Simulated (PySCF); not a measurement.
# Orbital picture of TeAs

PBE0 at R = 2.359 Å; PySCF, scalar-relativistic core potentials, basis sets Te def2-SVP with ECP28, As def2-SVP. State: ²Π (doublet), unpaired electrons π ↑. Only the outer orbitals are listed, counted within each symmetry, core potentials removing the inner ones.

```csv
spin,orbital,occ.,ε (eV),on Te (%),main shells (%)
α,10σ,1,-18.80,56,"52 Te s, 40 As s"
α,11σ,1,-14.80,47,"52 As s, 42 Te s"
α,12σ,1,-8.57,50,"47 Te p, 43 As p"
α,6π,1,-8.07,51,"50 Te p, 48 As p"
α,6π,1,-7.77,56,"55 Te p, 43 As p"
α,7π,1,-5.48,49,"50 As p, 48 Te p"
α,7π,0,-3.79,45,"55 As p, 44 Te p"
α,13σ,0,-0.21,53,"49 Te p, 47 As p"
α,14σ,0,4.65,30,"57 As s, 23 Te s"
β,10σ,1,-18.47,64,"60 Te s, 31 As s"
β,11σ,1,-14.12,42,"57 As s, 35 Te s"
β,12σ,1,-8.31,50,"47 Te p, 42 As p"
β,6π,1,-7.67,69,"68 Te p, 30 As p"
β,6π,1,-7.10,71,"70 Te p, 28 As p"
β,7π,0,-3.46,32,"68 As p, 30 Te p"
β,7π,0,-2.76,30,"70 As p, 28 Te p"
β,13σ,0,0.02,51,"48 As p, 47 Te p"
```

**Question.** Which are the highest filled and the lowest empty level, where do they sit, and how wide is the gap?

**Answer.** Highest filled α 7π at -5.48 eV (in %: 50 As p, 48 Te p); lowest empty α 7π at -3.79 eV (in %: 55 As p, 44 Te p); the gap at PBE0 is 1.69 eV. Both belong to one degenerate shell, split only by its one-sided filling, so this is no excitation gap.

* bond order (Mayer): 2.31
* ⟨S²⟩: 0.772
* charge on Te (Mulliken, basis-dependent): -0.04
* charge on Te (Löwdin, basis-dependent): 0.01
* dipole moment (positive dipole means Te(−)As(+)): 0.13 D
* polarisability along the bond: 95.2 bohr³
* polarisability across the bond: 34.1 bohr³

Spin–orbit coupling is left out. The state was picked by a PBE0 search and need not be the measured ground state.
